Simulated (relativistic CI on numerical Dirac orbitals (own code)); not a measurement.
# Radial parameters of Te19+

Method of calculation: Dirac-Coulomb-Breit CI, orbitals from a KLI potential per configuration, model QED, unscaled Slater integrals (own radial code, finite nucleus).

Slater integrals F^k, G^k are unscaled and averaged over j, outside the closed core [Ar] 3d10; ζ comes from projecting the Hamiltonian with its Breit term on Σ l·s of the shell.

- 4s²4p³: F^2(4p,4p) = 145460, ζ(4p) = 70927 cm⁻¹; <r>(4p) = 0.7128, <r^2>(4p) = 0.573 (bohr units).
- 4s4p⁴: F^2(4p,4p) = 145430, G^1(4s,4p) = 191070, ζ(4p) = 70821 cm⁻¹; <r>(4s) = 0.6894, <r^2>(4s) = 0.5332, <r>(4p) = 0.7129, <r^2>(4p) = 0.5733 (bohr units).
- 4p⁵: ζ(4p) = 70723 cm⁻¹; <r>(4p) = 0.7136, <r^2>(4p) = 0.5744 (bohr units).

Averages of the first 10 configurations, taken without configuration mixing, which lowers the lowest level and can move excited configurations by several eV; other configurations of the list can lie among them:

| Configuration | Parity | States | Average energy above the lowest level (eV) |
| --- | --- | --- | --- |
| 4s²4p³ | odd | 20 | 16.9 |
| 4s4p⁴ | even | 30 | 77.1 |
| 4p⁵ | odd | 6 | 143.9 |
| 4s²4p²4d | even | 150 | 104.1 |
| 4s4p³4d | odd | 400 | 161.5 |
| 4s²4p²4f | odd | 210 | 194.4 |
| 4s4p³4f | even | 560 | 252.0 |
| 4p⁴4d | even | 150 | 225.4 |
| 4s4p²4d² | even | 1350 | 247.8 |
| 4s²4p4d4f | even | 840 | 282.0 |
